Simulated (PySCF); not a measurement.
C2H6Cl2Sn, SMILES C[CH2][SnH]([Cl])[Cl].

Geometry optimised at B3LYP-D3(BJ)/def2-SVP. The structure was generated by enumeration; whether it is a known compound was not checked. The def2 effective core potentials stand for the cores of Sn; spin–orbit coupling is left out. Other conformers were not sampled.

Computed with B3LYP/def2-TZVP (PySCF).

* **total energy**: -1214.77966 hartree
* **point group**: Cs
* **highest occupied level**: -8.11 eV
* **lowest empty level**: -1.65 eV
* **orbital gap**: 6.46 eV
* **dipole moment**: 3.69 D
* **quadrupole, principal values (traceless, Buckingham form, about the centre of nuclear charge)**: -7.29, 2.24, 5.05 D·Å
* **mean static polarisability**: 88.5 bohr³ (13.11 Å³)
* **polarisability, principal values**: 80.1, 90.8, 94.7 bohr³
